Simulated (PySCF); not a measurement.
Isomers of CH8B2N2. Level of theory: PBE0-D3(BJ)/def2-SVP geometry optimisation, gas phase in PySCF 2.14.0. Energies are electronic, without zero-point or thermal terms, for one conformer each. No frequencies were run at this level. Point groups hold within 0.08 Å.

Task: Rank from lowest to highest electronic energy at this level (kcal/mol).
A. `[BH2:1][NH:2][BH:3][NH:4][CH3:5]` with B1–N2–B3–N4 1°, N2–B3–N4–C5 180°
B. `[BH2:1][N:2]([CH3:3])[BH:4][NH2:5]` with B1–N2–B4–N5 180°

Result: A (0.0), B (1.3).

Neighbours under 2.5 kcal/mol apart (BNBNC and BN(C)BN) can change places with a better method, another conformer or zero-point energy.

```json
{"SMILES": "BNBNC", "E (Eh)": "-201.83112", "E rel (kcal/mol)": "0.0", "dipole (D)": "1.23", "point group": "Cs", "A, B, C (MHz)": "16484, 2522, 2218"}
{"SMILES": "BN(C)BN", "E (Eh)": "-201.82903", "E rel (kcal/mol)": "1.3", "dipole (D)": "3.35", "point group": "Cs", "A, B, C (MHz)": "8921, 3938, 2780"}
```

Task: How do the relative energies change in single points at PBE0/IGLO-III (no added dispersion term) on the same geometries?

Result: 
```tsv
SMILES	PBE0-D3(BJ)/def2-SVP (kcal/mol)	PBE0/IGLO-III (kcal/mol)	shift
BNBNC	0.0	0.0	0.0
BN(C)BN	1.3	0.2	-1.1
```

Each column counts from its own lowest isomer. The order is unchanged; the largest shift is 1.1 kcal/mol.

Task: As an exercise, what shares would exp(−E/RT) give at 500 K from these electronic energies alone (no entropy, no degeneracies)?

Result: RT = 0.994 kcal/mol: BNBNC 79.0 %, BN(C)BN 21.0 %.
